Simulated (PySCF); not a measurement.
How methods differ on the ionisation energy of Sn⁺

Sn⁺ [Kr] 4d10 5s2 5p1 (2P) → Sn²⁺ [Kr] 4d10 5s2 (1S), as a difference of total energies. All numbers are calculated (PySCF 2.14, scalar relativity by spin-free X2C-1e, in ANO-RCC-VTZP (7s6p4d2f1g, 68 functions)). Correlated levels: valence and next inner shell: [Ar] 3d10 frozen. The calculations carry no spin-orbit coupling.

| method | ionisation energy (eV) |
| --- | --- |
| UHF | 13.755 |
| MP2 (valence and next inner shell) | 14.090 |
| SCS-MP2 (valence and next inner shell) | 14.025 |
| CCSD (valence and next inner shell) | 14.128 |
| CCSD(T) (valence and next inner shell) | 14.145 |

Question: How much does correlation contribute at CCSD(T) (valence and next inner shell)?

Answer: 14.145 − (13.755) = 0.390 eV, measured against UHF.

A first-order spin-orbit estimate (lowest level to lowest level, LS coupling) adds 0.307 eV.

Errors of the correlated levels include the incompleteness of this basis and the frozen core.

For comparison: 14.633 eV (measured; NIST Atomic Spectra Database, ionization energies).
